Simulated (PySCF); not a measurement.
SeF₄.
Geometry (PBE0-D3(BJ)/def2-SVP, Å), atoms numbered from 1 in this order:
```xyz
5
SeF4 angstrom
Se    -0.2404   -0.4442   -0.0044
F     -0.1931   -0.3013    1.7675
F     -0.1312   -0.2984   -1.7732
F      1.4356   -0.1023    0.0246
F     -0.8709    1.1463   -0.0146
```

The closed-shell ground state was solved at several levels (PySCF, density fitting, gas phase). The calculation is non-relativistic and has no spin–orbit coupling, an omission that weighs most on selenium.

| level | basis functions | HOMO (eV) | LUMO (eV) | gap (eV) | dipole (D) |
| --- | --- | --- | --- | --- | --- |
| PBE0/pcSseg-1 | 109 | -10.35 | -2.91 | 7.44 | 1.98 |
| wB97X-D/def2-SVPD | 133 | -12.44 | -1.22 | 11.22 | 1.92 |
| B3LYP/pcSseg-1 | 109 | -10.08 | -3.14 | 6.94 | 2.03 |

Q: What might B3LYP/pcJ-1 (pcSseg-1 on Se) (149 basis functions) give for the same quantities?

A: HOMO -10.08 eV, LUMO -3.13 eV, gap 6.95 eV, dipole 2.03 D.

Q: How far do the dipole and the HOMO energy spread over the levels?

A: The dipole runs from 1.92 to 2.03 D (mean 1.99 D) and the HOMO from -12.44 to -10.08 eV.
